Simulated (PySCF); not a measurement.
**Assigning NMR signals**

Geometry:
```
atom   x (Å)   y (Å)   z (Å)
  C1   2.490   1.316  -0.853
  C2   2.206  -0.193  -0.828
  C3   2.913  -0.794   0.352
  O4   2.348  -1.315   1.269
  O5   0.846  -0.433  -0.798
 Si6  -0.069  -0.995   0.420
  P7  -2.028  -0.779  -0.609
 Si8  -2.188   1.421  -0.857
 Si9  -3.320  -1.180   1.140
 H10   3.555   1.507  -0.952
 H11   1.963   1.760  -1.693
 H12   2.122   1.768   0.065
 H13   2.615  -0.653  -1.742
 H14   4.012  -0.697   0.322
 H15   0.003  -0.169   1.628
 H16   0.079  -2.418   0.707
 H17  -1.333   1.812  -1.980
 H18  -3.587   1.729  -1.157
 H19  -1.778   2.193   0.325
 H20  -2.964  -0.414   2.339
 H21  -4.689  -0.842   0.754
 H22  -3.206  -2.604   1.444
```

All values are calculated (PySCF 2.14.0 with density-fitted response routines): shielding tensors at PBE0/pcSseg-1 (GIAO), structure optimised with GFN2-xTB. Relativity neglected, one computed conformer, averaged over atoms made equivalent by symmetry, fast rotation or ring inversion, no solvent model.

Shifts are taken against calculated references (same method and geometry level): ¹³C and ¹H vs TMS.

(1) Assign these signals to the numbered atoms. ¹³C{¹H} NMR (computed): δ 210.8, 78.7, 18.6.

(2) Assign these signals to the numbered atoms. ¹H NMR (600 MHz, computed): δ 9.71 (d, 1H), 5.86 (m, 1H), 5.63 (m, 1H), 4.66 (m, 1H), 3.97 (m, 6H), 1.42 (d, 3H).

Answers

(1) 
| δ (ppm) | atoms | environment | reason |
| --- | --- | --- | --- |
| 210.8 | C3 | aldehyde carbonyl carbon | the double bond to the heteroatom, with no lone-pair donor beside it, deshields it most |
| 78.7 | C2 | sp3 CH bonded to O, α to a carbonyl | deshielded by the electronegative neighbour |
| 18.6 | C1 | methyl carbon | saturated and bonded to C and H only |

(2) 
| δ (ppm) | atoms | environment | reason |
| --- | --- | --- | --- |
| 9.71 | H14 | hydrogen on an aldehyde carbonyl carbon | the formyl region, downfield of aromatic protons |
| 5.86 | H16 | hydrogen on a silicon bonded to O, P | – |
| 5.63 | H15 | hydrogen on a silicon bonded to O, P | – |
| 4.66 | H13 | hydrogen on an sp3 CH bonded to O, α to a carbonyl | its carbon carries O, hence the downfield position |
| 3.97 | H17/H18/H19/H20/H21/H22 | hydrogen on a silicon bonded to P | – |
| 1.42 | H10/H11/H12 | hydrogen on a methyl carbon | – |

Splittings by ³¹P in the carbon and heteronuclear signals aren't shown, as no couplings were computed. Shifts are as computed. Against solution values, carbons near 30 ppm lie about +3 ppm off and those near 130 ppm about +5 ppm. Of 1309 compounds with measured shifts, 239 miss one by over three times the rms of a fit or turn the order of signals round; such compounds aren't used in these exercises. No couplings were computed; multiplicities are counted from neighbouring protons, with m where these are inequivalent, close in shift, in a saturated or five-membered ring or joined by F or P, and br s for small geminal =CH2 splittings.
